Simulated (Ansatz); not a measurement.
Reaction R1 → 2 P1, each structure at its B3LYP-D3(BJ)/def2-TZVP stationary point, reached from a drawn start (curvature not checked).
R1: O2 (SMILES O=O), charge 0, multiplicity 3.
P1: O atom, charge 0, multiplicity 3.

P less R. No zero-point or thermal terms; open shells are unrestricted; no spin–orbit coupling.

Cores are frozen in the correlated methods.

The values were computed with Ansatz (a program for electronic structure). All values are computed, each at the level named.

| level | reaction energy (kJ/mol) |
|---|---|
| PBE/def2-TZVPP | 601.9 |
| BLYP/def2-TZVPP | 567.4 |
| revPBE/def2-TZVPP | 564.4 |
| wB97M-V/def2-TZVPP | 515.2 |
| MP2/cc-pVDZ | 483.1 |
| SCS-MP2/cc-pVDZ | 435.3 |
| SCS-MP2/cc-pVTZ | 477.8 |
| CCSD/cc-pVQZ | 457.1 |
| CCSD(T)/cc-pVQZ | … |

Problem. Complete the blanks.

Solution. 
- CCSD(T)/cc-pVQZ, reaction energy (kJ/mol): 490.3
